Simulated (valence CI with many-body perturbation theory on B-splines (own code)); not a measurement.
Results of a calculation; reference values are marked as such.
# Sensitivity of CI+MBPT for Os XXXVIII

Level of theory: relativistic CI+MBPT: three valence electrons over a frozen Dirac-Fock core [Kr], radial functions for each j: 6 s, 6 p, 5 d, 5 f, 1 g, with the one-electron correlation potential Σ1, the two-electron term Σ2, the three-electron term Σ3, Breit, model QED; selected CI, second order for the rest, scaled by the run's own slope (own B-spline code, finite nucleus).

The last digits are not significant, and no measured levels were compared; by estimate large intervals hold to a few tenths of a per cent, small ones and those within an open d or f shell to about a per cent. Only levels of the ground parity were solved; by the run's estimate the other parity begins above the list, which can be wrong where configurations are misplaced.

The reference run has the lowest level (4d3/2^3) J=3/2 and an ionisation energy of 1662.20 eV. Its largest variational space holds 2403 state functions.

Levels are named by their leading jj configuration (3d3/2^4 stands for four electrons in 3d with j = 3/2), which in mixed levels can hold well under half, so a name can repeat and another be missing. Letters in brackets count levels of one name in rising energy.

Changed runs:
A. scale of Σ1 1 → 1.1
B. size limit of the variational space 10000 → 3000; second order for the rest on → off; factor on the speed of light 1 → 10; QED terms on → off
C. three-electron term on → off; QED terms on → off
D. Davidson iteration limit 60 → 3 (bad on purpose)

Excitation energies of the reference run in cm⁻¹, and shifts in cm⁻¹:

```tsv
Level	Reference	A	B	C	D
(4d3/2^2 4d5/2) J=5/2 [a]	143401	+76	-142825	-635	0
(4d3/2^2 4d5/2) J=3/2	163320	+74	-121514	-913	0
(4d3/2^2 4d5/2) J=7/2	176198	+79		-330	0
(4d3/2^2 4d5/2) J=9/2	178734	+78		-411	0
(4d3/2^2 4d5/2) J=1/2	180192	+76	-138674	-908	0
(4d3/2^2 4d5/2) J=5/2 [b]	248847	+83	-206405	-106	0
(4d3/2 4d5/2^2) J=7/2 [a]	317244	+151		-919	0
(4d3/2 4d5/2^2) J=9/2	332023	+154		-1087	0
(4d3/2 4d5/2^2) J=3/2 [a]	346188	+152		-702	0
(4d3/2 4d5/2^2) J=1/2	355621	+152	-292634	-1393	0
(4d3/2 4d5/2^2) J=5/2 [a]	361562	+148	-292546	-288	0
(4d3/2 4d5/2^2) J=11/2	363753	+155	-299512	-880	0
Ionisation energy (eV)	1662.20	+0.28	-8.70	-0.11	0
```

A blank means that the level has no clear partner in that run.

Run D: The Davidson iterations stopped at their limit.
